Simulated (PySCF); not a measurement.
# Electron correlation in Be (beryllium, neutral)

[He] 2s1 2p1, high-spin 3P determinant (an excited configuration). Calculation: PySCF 2.14, in dyall-acv3z (15s9p4d2f, 76 functions); no relativity, point nucleus. Frozen: 1s2; 2 electrons correlated; the 10 highest virtual orbitals of each spin left out.

With two correlated electrons CCSD is exact within the correlated space (frozen core and kept virtual orbitals).

```json
{"level": "CCSD", "correlation energy (mhartree)": "-4.92"}
```

Diagnostics: T1 = 0.0045, D1 = 0.0071, largest double amplitude 0.026.

Cost of the coupled-cluster step: of the order of 5 core-seconds, for 2 correlated electrons.
